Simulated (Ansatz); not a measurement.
Al2ClFH4Si, SMILES `F[SiH]([AlH2])[AlH][Cl]` at its PBE0-D4/def2-TZVP geometry, where that method's forces vanish. The species carries charge 0 and has multiplicity 1.

```xyz
9

F     0.2385    2.6468   -0.5739
Si    0.6758    1.1410   -0.1916
Al   -0.5163   -0.1912    1.5346
Al   -0.0047   -0.6197   -1.7286
Cl   -0.2711   -2.0874   -0.0868
H     2.1693    1.1194   -0.1381
H     0.2690   -0.7684    2.7857
H    -2.0956   -0.0175    1.5160
H    -0.4648   -1.2229   -3.1174
```

(1) What forces (eV/Å) does ωB97M-V/def2-TZVPP give on these atoms in Ansatz? (An estimate is asked.)

Results:

(1) The calculation gave: 
```
F1  -0.045  0.146 -0.061
Si2  0.131 -0.246  0.107
Al3 -0.033  0.017  0.128
Al4 -0.033  0.046 -0.180
Cl5 -0.005 -0.067  0.015
H6  -0.157 -0.011 -0.030
H7  -0.084  0.066 -0.133
H8   0.158 -0.012 -0.006
H9   0.067  0.061  0.160
```
